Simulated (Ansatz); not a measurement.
TiClF₃. The state is a singlet with charge 0. Geometry PBE-D4/def2-SVP; atoms count from 1.

```tsv
atom	x (Å)	y (Å)	z (Å)
Ti1	0.078	0.018	-0.019
Cl2	-1.999	-0.464	0.484
F3	0.430	1.661	0.430
F4	0.333	-0.169	-1.729
F5	1.157	-1.046	0.835
```

Estimate the Mulliken populations from the PBE0/def2-TZVP orbitals of Ansatz.


```csv
atom,charge (e),d electrons
Ti1,1.55,1.95
Cl2,-0.33,–
F3,-0.41,–
F4,-0.41,–
F5,-0.41,–
```
Mulliken values depend strongly on the basis.

And the Mayer bond orders between heavy atoms (over 0.3)?

Ti1–Cl2 1.11 (2.19 Å); Ti1–F3 0.98 (1.74 Å); Ti1–F4 0.98 (1.74 Å); Ti1–F5 0.98 (1.74 Å).
